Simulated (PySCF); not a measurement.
## How methods differ on the ionisation energy of Br²⁺

Br²⁺ [Ar] 3d10 4s2 4p3 (4S) → Br³⁺ [Ar] 3d10 4s2 4p2 (3P), as a difference of total energies. Calculation: PySCF 2.14, in def2-QZVPPD; no relativity, point nucleus. Correlated levels: valence: [Ar] 3d10 frozen. The calculations carry no spin-orbit coupling.

```csv
method,ionisation energy (eV),plus first-order spin-orbit estimate,difference from reference of that sum (eV)
UHF,34.582,34.193,-0.678
MP2 (valence),35.153,34.764,-0.107
SCS-MP2 (valence),34.994,34.605,-0.266
CCSD (valence),35.104,34.715,-0.156
CCSD(T) (valence),35.137,34.748,-0.123
```

Reference: 34.871 ± 0.019 eV (measured; NIST Atomic Spectra Database, ionization energies).

A first-order spin-orbit estimate (lowest level to lowest level, LS coupling) adds -0.389 eV.

These non-relativistic numbers lack the scalar-relativistic shift.

Errors of the correlated levels include the incompleteness of this basis and the frozen core.
